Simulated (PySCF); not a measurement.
A PySCF script (with the pyscf-properties extension) for the NMR shieldings of `c1c(C)[p-]c([SiH3])c1`, [C₅H₈PSi]-, on a GFN2-xTB geometry:

```python
import basis_set_exchange as bse
import numpy as np
from pyscf import gto, dft
from pyscf.prop import nmr

atoms = """
C    -2.864855    0.338889   -0.361486
C    -1.380594    0.125488   -0.290864
C    -0.791286   -1.114729   -0.093772
C     0.596616   -1.061368   -0.063139
C     1.111875    0.219744   -0.237372
Si    2.908586    0.640364   -0.251723
P    -0.192836    1.400674   -0.447337
H    -3.092881    1.397926   -0.479825
H    -3.356404   -0.020044    0.548930
H    -3.300854   -0.201932   -1.208384
H    -1.366481   -2.027439    0.026360
H     1.229580   -1.930271    0.083569
H     3.433747    1.166369   -1.532866
H     3.724182   -0.563823    0.026894
H     3.337190    1.638142    0.753449
"""
names = dict.fromkeys(["C", "Si", "P", "H"], "pcSseg-1")
basis = {el: gto.basis.parse(bse.get_basis(n, elements=[el], fmt="nwchem")) for el, n in names.items()}
mol = gto.M(atom=atoms, basis=basis, charge=-1, verbose=0)
mf = dft.RKS(mol, xc="PBE0")
mf.grids.level = 2
mf.grids.alignment = dft.numint.BLKSIZE   # the property module wants whole blocks of grid points
mf.conv_tol = 1e-9
mf.kernel()

calc = nmr.RKS(mf)   # GIAO
C = mf.mo_coeff
Co = C[:, mf.mo_occ > 0]
resp = mf.gen_response(singlet=True, hermi=2)
def vind(x):   # induced exchange potential for any number of trial vectors
    d = np.einsum("pi,xij,qj->xpq", C, 2 * x.reshape(-1, C.shape[1], Co.shape[1]), Co, optimize=True)
    return np.einsum("xpq,pi,qj->xij", resp(d - d.transpose(0, 2, 1)), C, Co, optimize=True).ravel()
mo1, _ = nmr.rhf.solve_mo1(calc, with_cphf=vind)
sigma = calc.kernel(mo1)
for i, s in enumerate(sigma):   # ppm
    print("%2d %-2s %9.2f" % (i, mol.atom_pure_symbol(i), np.trace(s) / 3))
```

Q: Give the expected output.

A: 
```
 0 C     165.54
 1 C      29.21
 2 C      66.07
 3 C      55.68
 4 C      71.13
 5 Si    434.19
 6 P     193.04
 7 H      29.29
 8 H      29.03
 9 H      28.99
10 H      25.00
11 H      24.90
12 H      27.06
13 H      27.35
14 H      27.09
```

These numbers come from an equivalent density-fitted implementation of the same equations, which agrees with the script to about 0.01 ppm for H and up to a few tenths of a ppm for heavy atoms, so last digits may differ.

Q: Turn these shieldings into chemical shifts. Scale: 13C (σ = 186.93 ppm) and 29Si (σ = 349.16 ppm) and 1H (σ = 31.72 ppm) against TMS; 31P (σ = 318.38 ppm) against H3PO4 (reference shieldings calculated alike).

A: Averaging equivalent atoms: C 1: 157.7; C 3: 131.2; C 2: 120.9; C 4: 115.8; C 0: 21.4; Si 5: -85.0; P 6: 125.3; H 11: 6.82; H 10: 6.72; H 12/13/14: 4.55; H 7/8/9: 2.61 ppm. Experimental scales use liquid or dissolved standards, which lie at an offset from isolated H3PO4.

Size and cost of the density-fitted run: 173 basis functions, of the order of 70 core-seconds.
